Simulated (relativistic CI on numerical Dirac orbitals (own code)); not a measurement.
**Co3+ in a cubic cluster: 3p photoemission with charge transfer**

Computed with a charge-transfer multiplet model of a cubic metal-ligand cluster with up to 3 ligand holes, Slater and spin-orbit integrals from Dirac-Coulomb-Breit ions, Slater integrals scaled by 0.9. The ground state mixes d6 with configurations of k ligand holes L, whose averages lie at kΔ + k(k − 1)U_dd/2; a core hole lowers each added d electron by U_cd. 20 K, Lorentzian 0.9 eV and Gaussian 0.8 eV FWHM.

Atomic integrals in eV (Slater integrals scaled, ζ unscaled), ground: F2dd 11.345, F4dd 7.087, zeta_d 0.071; with the core hole: F2dd 12.248, F4dd 7.692, zeta_d 0.078, zeta_core 1.257, F2cd 12.869, G1cd 15.833, G3cd 9.720.

Cluster parameters (eV): Δ = 3.8, U_cd = 8.9, 10Dq = 0.4, 10Dq(ligand) = 0.4, V(eg) = 2.75, V(t2g) = -1.22, final-state hopping factor = 1.

```tsv
Case	n_d	d6	d7L	d8L2	d9L3	S
U_dd = 7.8 eV	6.28	0.74	0.25	0.01	0.00	2.00
U_dd = 8.5 eV	6.27	0.74	0.25	0.01	0.00	2.00
U_dd = 9.9 eV	6.27	0.74	0.25	0.01	0.00	2.00
```

Weights, n_d and S are thermal averages at 20 K. Binding energies count from the first peak over 30 % of the highest in each spectrum, which can be another peak from case to case. The parameters are a model scan and need not match a compound or its usual spin state. Peaks in eV (height, largest 100):
- U_dd = 7.8 eV: 0.0 (100), 4.5 (63), 8.8 (58), 11.6 (34), 14.7 (23), 17.0 (20), 22.4 (31), 25.7 (13), 28.7 (18), 31.0 (15), 35.1 (12)
- U_dd = 8.5 eV: 0.0 (100), 4.4 (63), 8.9 (58), 11.7 (31), 15.0 (22), 17.2 (18), 22.4 (30), 26.6 (12), 29.2 (20), 32.0 (13), 35.2 (9)
- U_dd = 9.9 eV: 0.0 (100), 4.4 (62), 9.0 (55), 11.8 (27), 15.6 (23), 18.0 (14), 22.6 (30), 27.6 (13), 30.2 (20), 32.2 (13), 34.7 (9)

For the case U_dd = 7.8 eV, Δ = 3.8 eV is smaller than U_dd = 7.8 eV, the charge-transfer side of the Zaanen-Sawatzky-Allen scheme. With the core hole the average of the configuration with one ligand hole lies at Δ − U_cd = -5.1 eV before mixing: the effective hopping of about 4.0 eV (from the holes of the mixed ground state) is comparable with this gap or larger, so the configurations mix strongly.
